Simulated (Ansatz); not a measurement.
Compare A (`[SiH3]CSCS`) with its isomer B (`C[SiH2]SSC`).

Isolated molecules relaxed with PBE0-D4/def2-TZVP in Ansatz; ΔE leaves out vibrations. CBS: MP2 limit from def2 TZ/QZ plus the TZ coupled-cluster correction, frozen cores. Functionals use def2-TZVPP. B3LYP here is the variant with VWN-RPA as its local correlation; programs differ in this. One conformer a species, not always the lowest.

A:

```xyz
13

Si   -1.880    0.196   -0.472
C    -0.732    0.760    0.907
S     0.542   -0.486    1.252
C     1.689   -0.133   -0.093
S     2.980   -1.381   -0.170
H    -1.093   -0.167   -1.680
H    -2.637   -0.995   -0.011
H    -2.839    1.273   -0.845
H    -1.301    0.867    1.834
H    -0.264    1.729    0.715
H     1.158   -0.066   -1.043
H     2.206    0.812    0.088
H     2.172   -2.408   -0.482
```

B:

Z-matrix (Å, degrees):
```
C
Si 1 1.861
H 1 1.093 2 110.3
H 1 1.092 2 110.7 3 -120.2
H 1 1.092 2 110.2 3 119.6
S 2 2.148 1 112.0 3 -178.2
H 2 1.489 1 111.4 3 64.7
H 2 1.488 1 110.8 3 -56.9
S 6 2.060 2 97.1 1 65.0
C 9 1.800 6 102.0 2 90.3
H 10 1.089 9 110.7 6 61.0
H 10 1.090 9 110.9 6 -61.9
H 10 1.093 9 106.0 6 179.6
```

(1) Which is lower in electronic energy at CCSD(T)/CBS, and by how much? (Estimate.)

(2) Give E(B) − E(A) in kJ/mol with CCSD/def2-TZVPP, HF/def2-TZVPP, r2SCAN-D4, B3LYP, B3LYP-D4, CCSD(T)/def2-TZVPP, PBE0-D4. (Estimate.)

(3) Does the order hold for the free energy at 298.15 K (harmonic terms from PBE0-D4)? (Best estimate.)

Largest T1 diagnostic: 0.011.

## Answers

(1) Computed: B, by 143.4 kJ/mol.

(2) Computed: CCSD/def2-TZVPP -137.0, HF/def2-TZVPP -141.7, r2SCAN-D4 -153.6, B3LYP -147.1, B3LYP-D4 -148.5, CCSD(T)/def2-TZVPP -137.5, PBE0-D4 -150.1. None reverses the order clearly.

(3) The calculation gave: Yes: G(B) − G(A) = -133.0 kJ/mol, for one conformer each. Modes under 60 cm⁻¹, often nearly free rotors, make the harmonic entropy too high.

Leaving LDA and LC-ωPBE aside and taking each functional with its dispersion term where it has one, the values, not all of them listed here, spread over 13.3 kJ/mol, from B97M-V to ωB97X-V. LDA lies +6.3 kJ/mol from PBE without D4. At CCSD(T), def2-SVP lies +23.0 kJ/mol from the extrapolated value and def2-TZVPP +5.9 kJ/mol.
